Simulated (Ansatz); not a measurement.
Coupled-cluster diagnostics for Tl2Br (the lowest doublet isomer of a short search), Ansatz.

Geometry of the doublet (PBE-D4/def2-TZVP):

Cartesian coordinates in Å:
```
Tl -0.465 0.205 -1.841
Tl 1.544 0.537 0.987
Br -1.079 -0.742 0.854
```

In the def2 sets Tl takes a core potential; there is no spin–orbit coupling. Correlated methods freeze 17 core orbitals; core or outer-core shells of Tl, Br are correlated, in sets that lack core-valence functions. The structure comes from a short search, and lower isomers may exist.

Geometry of the charge 0 quartet (PBE-D4/def2-TZVP):

```xyz
3

Tl   -0.972   -1.652    0.660
Tl   -0.748    0.969   -0.911
Br    1.721    0.683    0.251
```

Task: Estimate the CCSD(T) correlation energy, the shares of MP2 and (T), T1 and the reference's ⟨S²⟩ for: charge 0, doublet, own geometry in def2-SVP; charge 0, quartet, own geometry in def2-SVP; and the rough time on 4 threads of Intel Xeon on a shared host.

Result: 
| state | basis | correlation (eV) | MP2 share (%) | (T) share (%) | T1 | ⟨S²⟩ (pure) | wall time |
| --- | --- | --- | --- | --- | --- | --- | --- |
| charge 0, doublet, own geometry | def2-SVP | -10.721 | 91.4 | 2.9 | 0.011 | 0.77 (0.75) | 13 s |
| charge 0, quartet, own geometry | def2-SVP | -10.500 | 90.5 | 3.0 | 0.017 | 3.81 (3.75) | 17 s |
Customary marks for T1 are 0.02 (closed shells), 0.045 (open shells) and about 0.05 (3d metals). T1 stays under 0.02 throughout.
